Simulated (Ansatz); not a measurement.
# Which method gave which barrier?

Saddle point of GaH$_{5}$O$_{3}$, singlet (GaH₃O₂ ([OH][GaH][OH]) + H₂O → GaH₃O₃ ([OH][Ga]([OH])[OH]) + H₂; bonds formed: H2–H5; dative contacts that become bonds: Ga1–O6; bonds broken: Ga1–H2, H5–O6), PBE0-D4/def2-TZVP structure:

Ga1  (0.017, -0.050, 0.332)
H2  (-1.105, 1.229, -0.349)
O3  (-0.889, -1.531, 0.720)
O4  (1.258, 0.604, 1.425)
H5  (-0.633, 0.842, -1.150)
O6  (0.320, 0.080, -1.572)
H7  (-0.740, -1.848, 1.613)
H8  (1.732, 1.358, 1.071)
H9  (0.041, -0.684, -2.090)
(Å)

Ansatz 0.2.0; basis: def2-TZVPP, with def2-QZVPP for the basis limit; cores frozen in the correlated methods. Filled d shells of the heavier atoms are correlated. The def2 sets are not built for correlating such inner shells, so the correlated values are less sure here. Extrapolation: Hartree–Fock as exp(−7.88 √X), correlation as X^−2.97. Four methods, as single points on the PBE0-D4 structures, gave these electronic barriers from the start structure: 1.100, 1.303, 1.396, 1.748 eV.

Task: The methods were, in alphabetical order, CCSD(T), HF, PBE0-D4, SPW92. Which gave which? (Judge from chemistry; the calculation decides.)

Result: The calculation gives: SPW92 1.100; PBE0-D4 1.303; CCSD(T) 1.396; HF 1.748 eV. For comparison, CCSD(T) at an estimated basis limit (MP2 extrapolated from triple and quadruple zeta, plus CCSD(T) − MP2 in triple zeta) gives 1.412 eV.

T1 diagnostic: at most 0.015.

The step is the kind of ligand exchange by which a precursor binds to a hydroxyl group, or is hydrolysed, in atomic layer deposition of oxides.

Labels in which every atom is bracketed show which atoms are joined, not bond orders.

For scale, one of the runs: CCSD(T)/def2-TZVPP, 211 basis functions, launched by `ansatz run in.yaml --threads 4 --pin off --events-out ev --progress --plain --max-ram 9574MiB`. Time: 2.4 min of wall clock on 4 CPU threads of an Intel Xeon; the host was shared. Peak host memory: 3.2 GiB.
